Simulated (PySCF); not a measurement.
Molecule: CH5BNO2 (charge 0, doublet). It need not be the lowest isomer of its formula. 
Coordinates optimised at B3LYP-D3(BJ)/def2-TZVP (Ansatz):
```xyz
10

C      1.8460    -0.7063     0.3859
N      0.9293     0.3086     0.1974
B     -0.4662     0.1873    -0.0935
O     -1.1195    -1.0178    -0.1831
O     -1.1694     1.3486    -0.2906
H      1.5961    -1.7044     0.0605
H      2.8742    -0.4512     0.5800
H      1.2822     1.2454     0.3184
H     -0.5873    -1.7820     0.0534
H     -2.1036     1.1866    -0.4523
```
Charge 0, spin multiplicity 2.

Dispersion corrections to the total energy (kcal/mol) from the dftd3 and dftd4 libraries through PySCF: D3(BJ) without and D4 with the three-body term, each with the damping fitted for the functional named.

```json
[
 {"functional": "LC-wPBE", "D3(BJ)": "-3.39", "D4": "-4.08"},
 {"functional": "r2SCAN", "D3(BJ)": "-1.04", "D4": "-0.93"},
 {"functional": "CAM-B3LYP", "D3(BJ)": "-2.76", "D4": "-3.06"},
 {"functional": "TPSS", "D3(BJ)": "(withheld)", "D4": "-5.03"},
 {"functional": "PW6B95", "D3(BJ)": "-1.72", "D4": "-3.23"},
 {"functional": "PBE", "D3(BJ)": "-3.80", "D4": "(withheld)"},
 {"functional": "B2PLYP", "D3(BJ)": "(withheld)", "D4": "-2.58"}
]
```

Task: Some entries are withheld; supply them.

Result: 
- TPSS, D3(BJ): -4.70
- PBE, D4: -3.71
- B2PLYP, D3(BJ): -2.87
